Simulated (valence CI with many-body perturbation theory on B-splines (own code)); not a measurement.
Eu50+: one-electron terms

Method: configuration interaction combined with many-body perturbation theory (CI+MBPT): three valence electrons over a frozen Dirac-Fock core [Ne], a basis of 11 s, 11 p, 9 d, 7 f, 5 g, 2 h, 1 i functions for each j, with the one-electron correlation potential Σ1, the two-electron term Σ2, the three-electron term Σ3, Breit, model QED; selected CI, second order for the rest (own B-spline code, finite nucleus).

No measured spectrum was set against this ion. As an estimate, large intervals hold to a few tenths of a per cent, small ones and those within an open d or f shell to about a per cent.

These are the spectroscopic orbitals of the CI (the correlating ones are not listed), shaped by the core and the other valence electrons. h is the expectation value of the core's Dirac-Fock operator, without the valence repulsion; Σ1 is computed up to l = 3 at one energy for each symmetry, that of its lowest orbital but kept below the first core excitation, so for empty shells it is not the orbital's own correlation shift; Breit and QED include the response of the core.

```
Orbital  h (hartree)  Σ1 (cm⁻¹)  Breit (cm⁻¹)  QED (cm⁻¹)  ⟨r⟩ (bohr)
  3s1/2         -178      -7005         26717       21565      0.2256
  4s1/2      -96.893      -2373         10437        8696      0.4161
  5s1/2      -60.802      -1090          5003        4264      0.6671
  6s1/2      -41.672       -597          2806        2408      0.9761
  3p1/2      -173.38      -9071         44812         476      0.2129
  4p1/2      -94.971      -3004         17536         206      0.4070
  5p1/2      -59.837      -1389          8551         106      0.6602
  6p1/2      -41.121       -763          4824        61.1      0.9718
  3p3/2      -166.85      -8042         25905        2536      0.2223
  4p3/2      -92.304      -2752         10101        1031      0.4195
  5p3/2      -58.497      -1289          5304         516      0.6760
  6p3/2      -40.355       -713          3000         294      0.9907
  3d3/2      -161.16      -9891         20716        -673      0.1909
  4d3/2      -90.137      -2782          7486        -224      0.3920
  5d3/2      -57.434      -1243          3564        -104      0.6516
  3d5/2      -159.64      -8984          9942         191      0.1938
  4d5/2      -89.482      -2517          3553         129      0.3956
  5d5/2      -57.097      -1126          1731        74.3      0.6560
  4f5/2      -88.322      -2466           766        -113      0.3449
  5f5/2      -56.522      -1194           522       -60.6      0.6073
  4f7/2      -88.043      -2363           209        46.0      0.3467
  5f7/2      -56.379      -1139           142        20.8      0.6094
  5g7/2      -56.282                     18.1       -26.6      0.5352
  5g9/2      -56.198                      3.1        19.8      0.5365
```

Among the shells of the start configuration 3s2 3p1, Σ1 is largest in size for 3p1/2, where it is 0.024 % of h.

Lowest root of each symmetry, sizes in configuration state functions:

```
  J  Parity  Roots  Reference  Variational  Second order  Change by selected CI (cm⁻¹)  Change by second order (cm⁻¹)
1/2    even      9         58         7107          6261                         -4362                              0
3/2    even     13         92        12137          8730                         -2384                             -1
5/2    even     12         94        13850         11881                         -3636                             -1
7/2    even      6         67        12242         13802                         -5531                             -2
9/2    even      4         41         9313          9676                         -5788                             -3
1/2     odd      7         55         6509          5254                         -4374                              0
3/2     odd     12         89        11404          9487                         -4117                              0
5/2     odd      9         86        12511         13187                         -4708                             -1
7/2     odd      5         63        11307         10315                         -5256                             -2
9/2     odd      2         33         8247         14710                         -2975                             -3
```
